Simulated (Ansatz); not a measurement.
One change: `BN([SiH3])[SiH2]F` becomes `BN([SiH3])[CH2][AlH2]`.

Ansatz, PBE0-D4/def2-TZVP geometries, multiplicity 1. Each molecule was computed in one conformer, which needn't be the lowest.

```
                                          property  `BN([SiH3])[SiH2]F`
             HOMO–LUMO gap (B3LYP/def2-TZVPP) / eV                 7.57
               HOMO–LUMO gap (PBE/def2-TZVPP) / eV                 5.73
                HOMO energy (PBE0/def2-TZVPP) / eV                -8.91
               HOMO energy (B3LYP/def2-TZVPP) / eV                -8.68
           HOMO–LUMO gap (ωB97M-V/def2-TZVPP) / eV                12.13
size of the dipole moment (ωB97M-V/def2-TZVPP) / D                 1.14
```

Task: What does the change do to each property? (Best estimate.)

Result: The calculation gave: 
```tsv
property	`BN([SiH3])[CH2][AlH2]`	shift
HOMO–LUMO gap (B3LYP/def2-TZVPP) / eV	6.50	-1.07
HOMO–LUMO gap (PBE/def2-TZVPP) / eV	4.73	-1.00
HOMO energy (PBE0/def2-TZVPP) / eV	-7.72	1.19
HOMO energy (B3LYP/def2-TZVPP) / eV	-7.51	1.17
HOMO–LUMO gap (ωB97M-V/def2-TZVPP) / eV	10.92	-1.21
size of the dipole moment (ωB97M-V/def2-TZVPP) / D	1.96	0.82
```

With PBE0 the HOMO rises by 1.19 eV and the LUMO rises by 0.09 eV, so the gap narrows by about 1.10 eV. PBE moves the HOMO by 1.11 eV and ωB97M-V by 1.23 eV. Dipoles are sizes alone; their direction can turn.

B3LYP here is the variant with VWN-RPA as its local correlation; programs differ in this.
